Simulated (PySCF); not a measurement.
C₄H₇FO, SMILES CCO/C=C\F. Coordinates come from a PBE-D3(BJ)/def2-SVP optimisation. The structure was generated by enumeration; whether it is a known compound was not checked. The values are those of a single conformer.

Method: PBE-D3(BJ)/def2-SVP run with PySCF.

Harmonic wavenumbers (cm⁻¹): 83, 93, 169, 250, 277, 416, 500, 704, 793, 817, 830, 844, 984, 1033, 1100, 1126, 1161, 1246, 1297, 1324, 1351, 1382, 1404, 1425, 1444, 1715, 2957, 2983, 3008, 3078, 3081, 3124, 3148. Rotational constants (GHz): 7.420, 2.100, 1.672; symmetry number 1.

Task: Work out the zero-point energy and the ideal-gas rigid-rotor harmonic-oscillator thermochemistry at 298.15 K and 1 atm.

Result: ZPE = ½ Σ hcν = ½ × 45145 cm⁻¹ = 64.54 kcal/mol. H − E(el) = 69.54 kcal/mol. Entropy in cal/(mol K): translation 39.41, rotation 26.91, vibration 16.32, total 82.64. G − E(el) = 44.90 kcal/mol. Cp = 25.74 cal/(mol K). Modes under 150 cm⁻¹ make the vibrational entropy uncertain.
